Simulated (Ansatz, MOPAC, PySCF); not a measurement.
System: BeHCl, net charge 0, singlet state. SMILES: [Cl][BeH]
Geometry from a B3LYP-D3(BJ)/def2-TZVP (Ansatz, a first-principles code) optimisation:
```xyz
3

Be     0.0000     0.0000    -1.3353
H      0.0000     0.0000    -2.6579
Cl     0.0000     0.0000     0.4705
```
Charge 0, spin multiplicity 1.

Unscaled harmonic wavenumbers (cm⁻¹) in rising order, each level at the stationary point that it reaches from this structure (no distance between atoms moves by over 0.3 Å); the order of modes can differ between levels, and a negative number is imaginary. B3LYP-D3(BJ)/def2-TZVP (PySCF, at the structure above): 537, 537, 806, 2191.

PM6 (MOPAC): 498, 498, 811, 2719. Zero-point energy 6.5 against 5.8 kcal/mol; where all levels lie over 400 cm⁻¹, the wavenumbers are on average 1.025 times those of B3LYP-D3(BJ)/def2-TZVP.

HF/6-31G* (Ansatz): 547, 547, 834, 2271. Zero-point energy 6.0 against 5.8 kcal/mol; where all levels lie over 400 cm⁻¹, the wavenumbers are on average 1.027 times those of B3LYP-D3(BJ)/def2-TZVP.
